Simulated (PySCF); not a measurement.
A GIAO shielding run with PySCF (density fitting, non-relativistic, gas phase) on `N[Si@@H](P)[C@H]1CC=C[SiH2]1`, C₄H₁₂NPSi₂:

```
$ OMP_NUM_THREADS=1 python probes_run.py task.json out

{"job": {"kind": "nmr", "xc": "PBE0", "basis": "pcSseg-1"}, "charge": 0, "multiplicity": 1}
N      1.474633    -1.668612    -0.489617
Si     1.416303    -0.414112     0.688256
P      2.941677     1.048005    -0.079298
C     -0.305644     0.375250     0.596785
C     -0.517842     1.120694    -0.733749
C     -1.899306     0.896192    -1.253687
C     -2.672083    -0.007022    -0.658765
Si    -1.789395    -0.809179     0.781719
H      0.800926    -2.414657    -0.442554
H      2.364040    -2.015387    -0.809498
H      1.684423    -0.839864     2.079853
H      4.020148     0.422862     0.517570
H      2.797344     1.922558     0.981437
H     -0.377231     1.102105     1.409456
H      0.189743     0.762227    -1.490971
H     -0.325803     2.191497    -0.618000
H     -2.205668     1.471093    -2.119203
H     -3.668929    -0.222750    -1.008747
H     -1.476329    -2.229281     0.563984
H     -2.456153    -0.680941     2.081994
```

Hardware: 1 thread of an Arm Neoverse V1, shared host. The job also computes population analyses, field gradients, ring-centre shieldings.

Task: How large is the calculation?

Result: 86 electrons, 217 basis functions and 1191 auxiliary functions.

Task: How long does it take, and how much memory does it need?

Result: 54 s of wall time, with 13 SCF cycles and 5 response iterations; peak memory 1.1 GiB. Times on a shared host scatter by some tens of per cent.
